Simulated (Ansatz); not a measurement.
Wavefunction ladder for C$_{2}$H$_{8}$B$_{2}$, SMILES `BCBC`

```xyz
12

B    -1.607   -0.720    0.282
C    -0.954    0.679    0.161
B     0.392    0.492   -0.620
C     1.656   -0.162    0.013
H    -1.123   -1.548    1.000
H    -2.575   -1.015   -0.358
H    -1.605    1.423   -0.297
H    -0.648    0.966    1.178
H     0.450    0.854   -1.765
H     1.547   -0.487    1.049
H     2.498    0.539   -0.050
H     1.970   -1.021   -0.593
```

The species carries charge 0 and has multiplicity 1. All single points use the PBE0-D4/def2-TZVP geometry. It is one conformer, not always the lowest. Frozen core, restricted reference, Ansatz. CBS rows extrapolate triple and quadruple zeta; past MP2 they add the triple-zeta difference.

```
     basis     HF (Eh)  MP2 corr.  CCSD corr.       (T)  CCSD(T) total
  def2-SVP           ?   -0.45685           ?  -0.01453              ?
def2-TZVPP           ?   -0.55751    -0.60970  -0.02229              ?
def2-QZVPP           ?   -0.59209           –         –              –
 CBS(def2)  -129.79921   -0.61772    -0.66991     as TZ     -130.49141
```

Question: Fill in the withheld values. (Best estimate.)

Answer: Ansatz gave: def2-SVP HF (Eh): -129.65195; def2-SVP CCSD corr.: -0.51573; def2-SVP CCSD(T) total: -130.18221; def2-TZVPP HF (Eh): -129.79187; def2-TZVPP CCSD(T) total: -130.42386; def2-QZVPP HF (Eh): -129.79832.
